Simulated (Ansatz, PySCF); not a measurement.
C2H8N2Si, SMILES C(/C)=N\[SiH2]N. Atoms are numbered in the order given.

```xyz
13

C      2.5086    -1.3434     0.4843
C      1.3076    -0.4524     0.6187
N      0.5333    -0.1671    -0.3433
Si    -0.8857     0.8690    -0.2125
N     -2.3590     0.1078    -0.6993
H      2.4302    -2.1992     1.1774
H      2.6015    -1.7080    -0.5479
H      3.4235    -0.7941     0.7676
H      1.1480    -0.0537     1.6508
H     -1.0646     1.3166     1.2071
H     -0.6449     2.0190    -1.1242
H     -2.4802    -0.1538    -1.6739
H     -2.7793    -0.5910    -0.0933
```

The structure is a stationary point at B3LYP-D3(BJ)/def2-SVP. The structure was generated by enumeration; whether it is a known compound was not checked. Other conformers were not sampled.

Two levels are set side by side: PBE-D3(BJ)/def2-SVP (Ansatz, an electronic-structure program) and B3LYP-D3(BJ)/def2-SVP (Ansatz). Each level has its own optimised geometry; the coordinates shown are those of the second. Frequencies come from the Hessian of PySCF at each geometry. Differences are taken from unrounded values.

```json
[
 {"quantity": "mean bond length (Å)", "B3LYP-D3(BJ)": "1.309"},
 {"quantity": "bond C1–C2 (Å)", "B3LYP-D3(BJ)": "1.501"},
 {"quantity": "bond C2–N3 (Å)", "B3LYP-D3(BJ)": "1.267"},
 {"quantity": "bond N3–Si4 (Å)", "B3LYP-D3(BJ)": "1.762"},
 {"quantity": "bond Si4–N5 (Å)", "B3LYP-D3(BJ)": "1.728"},
 {"quantity": "bond C1–H6 (Å)", "B3LYP-D3(BJ)": "1.104"},
 {"quantity": "bond C1–H7 (Å)", "B3LYP-D3(BJ)": "1.099"},
 {"quantity": "bond C1–H8 (Å)", "B3LYP-D3(BJ)": "1.104"},
 {"quantity": "bond C2–H9 (Å)", "B3LYP-D3(BJ)": "1.118"},
 {"quantity": "bond Si4–H10 (Å)", "B3LYP-D3(BJ)": "1.499"},
 {"quantity": "bond Si4–H11 (Å)", "B3LYP-D3(BJ)": "1.487"},
 {"quantity": "bond N5–H12 (Å)", "B3LYP-D3(BJ)": "1.016"},
 {"quantity": "bond N5–H13 (Å)", "B3LYP-D3(BJ)": "1.016"},
 {"quantity": "highest harmonic wavenumber (cm⁻¹)", "B3LYP-D3(BJ)": "3650"},
 {"quantity": "mean harmonic wavenumber (cm⁻¹)", "B3LYP-D3(BJ)": "1348"},
 {"quantity": "zero-point energy (kcal/mol)", "B3LYP-D3(BJ)": "63.57"}
]
```

Question: What does PBE-D3(BJ) give, and how far is it from B3LYP-D3(BJ)? (The exact figures need the calculation; the answer reports its results.)

Answer: 
```json
[
 {"quantity": "mean bond length (Å)", "PBE-D3(BJ)": "1.318", "PBE-D3(BJ) minus B3LYP-D3(BJ)": "0.009"},
 {"quantity": "bond C1–C2 (Å)", "PBE-D3(BJ)": "1.502", "PBE-D3(BJ) minus B3LYP-D3(BJ)": "0.000"},
 {"quantity": "bond C2–N3 (Å)", "PBE-D3(BJ)": "1.278", "PBE-D3(BJ) minus B3LYP-D3(BJ)": "0.010"},
 {"quantity": "bond N3–Si4 (Å)", "PBE-D3(BJ)": "1.773", "PBE-D3(BJ) minus B3LYP-D3(BJ)": "0.011"},
 {"quantity": "bond Si4–N5 (Å)", "PBE-D3(BJ)": "1.740", "PBE-D3(BJ) minus B3LYP-D3(BJ)": "0.011"},
 {"quantity": "bond C1–H6 (Å)", "PBE-D3(BJ)": "1.112", "PBE-D3(BJ) minus B3LYP-D3(BJ)": "0.007"},
 {"quantity": "bond C1–H7 (Å)", "PBE-D3(BJ)": "1.106", "PBE-D3(BJ) minus B3LYP-D3(BJ)": "0.007"},
 {"quantity": "bond C1–H8 (Å)", "PBE-D3(BJ)": "1.112", "PBE-D3(BJ) minus B3LYP-D3(BJ)": "0.007"},
 {"quantity": "bond C2–H9 (Å)", "PBE-D3(BJ)": "1.128", "PBE-D3(BJ) minus B3LYP-D3(BJ)": "0.010"},
 {"quantity": "bond Si4–H10 (Å)", "PBE-D3(BJ)": "1.514", "PBE-D3(BJ) minus B3LYP-D3(BJ)": "0.015"},
 {"quantity": "bond Si4–H11 (Å)", "PBE-D3(BJ)": "1.501", "PBE-D3(BJ) minus B3LYP-D3(BJ)": "0.014"},
 {"quantity": "bond N5–H12 (Å)", "PBE-D3(BJ)": "1.024", "PBE-D3(BJ) minus B3LYP-D3(BJ)": "0.008"},
 {"quantity": "bond N5–H13 (Å)", "PBE-D3(BJ)": "1.024", "PBE-D3(BJ) minus B3LYP-D3(BJ)": "0.008"},
 {"quantity": "highest harmonic wavenumber (cm⁻¹)", "PBE-D3(BJ)": "3572", "PBE-D3(BJ) minus B3LYP-D3(BJ)": "-78"},
 {"quantity": "mean harmonic wavenumber (cm⁻¹)", "PBE-D3(BJ)": "1311", "PBE-D3(BJ) minus B3LYP-D3(BJ)": "-37"},
 {"quantity": "zero-point energy (kcal/mol)", "PBE-D3(BJ)": "61.84", "PBE-D3(BJ) minus B3LYP-D3(BJ)": "-1.73"}
]
```

Exact exchange shortens and stiffens bonds; PBE has none. Differences between two approximate levels are no errors against the true value.
